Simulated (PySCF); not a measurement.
## Working out the excitation energy of Ga

Ga [Ar] 3d10 4s2 4p1 (2P) → Ga [Ar] 3d10 4s1 4p1 5s1 (4P). Calculation: PySCF 2.14, in aug-cc-pVTZ-PP with ECP10MDF (6s5p4d2f, 55 functions); a scalar-relativistic core potential. Frozen: 3s2 3p6 3d10. Energies in hartree (1 hartree = 27.21139 eV):

```json
{"part": "UHF", "Ga (lower)": "-258.302072", "Ga (upper)": "-258.035104"}
{"part": "CCSD correlation", "Ga (lower)": "-0.047246", "Ga (upper)": "-0.009938"}
{"part": "(T)", "Ga (lower)": "-0.000908", "Ga (upper)": "-0.000097"}
```

**Question.** What does Hartree-Fock give?

**Answer.** (-258.035104) − (-258.302072) = 0.266968 hartree = 7.265 eV.

**Question.** What do CCSD and CCSD(T) give?

**Answer.** The CCSD correlation energies differ by 0.037308 hartree = 1.015 eV and the triples by 0.000811 hartree = 0.022 eV, so CCSD gives 8.280 eV and CCSD(T) 8.302 eV.

The upper state lies above the first ionisation limit, but in LS coupling its spin forbids autoionisation to the ground ion. A Rydberg-like electron needs more diffuse functions than a valence basis has.
